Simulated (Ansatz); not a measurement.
Two isomers of H9NOSi3: A = `N[SiH](O)[SiH2][SiH3]`, B = `N[SiH2]O[SiH2][SiH3]`.

Isolated molecules relaxed with PBE0-D4/def2-TZVP in Ansatz; ΔE leaves out vibrations. CBS: MP2 limit from def2 TZ/QZ plus the TZ coupled-cluster correction, frozen cores. DFT in def2-TZVPP. B3LYP here is the variant with VWN-RPA as its local correlation; programs differ in this. One conformer a species, not always the lowest.

Which is lower in electronic energy at CCSD(T)/CBS, and by how much? (An estimate is asked.)

The calculation gave: B, by 100.4 kJ/mol.

Give E(B) − E(A) in kJ/mol with CCSD/def2-TZVPP, PBE0-D4, r2SCAN-D4, B3LYP-D4, ωB97M-V, HF/def2-TZVPP, B3LYP. (Estimate.)

The calculation gave: CCSD/def2-TZVPP -104.6, PBE0-D4 -84.7, r2SCAN-D4 -94.8, B3LYP-D4 -103.1, ωB97M-V -104.2, HF/def2-TZVPP -126.0, B3LYP -99.8. None reverses the order clearly.

Largest T1 diagnostic: 0.013.

The D4 term adds −3.3 kJ/mol with B3LYP and −1.8 kJ/mol with PBE0; it sums over pairs of atoms, weighted by their polarisabilities, and B3LYP, whose exchange is more repulsive, gets the larger term. In def2-TZVPP, CCSD(T) changes the Hartree–Fock value by +25.0 kJ/mol (the triples alone add +3.5 kJ/mol) and MP2 by +19.4 kJ/mol.
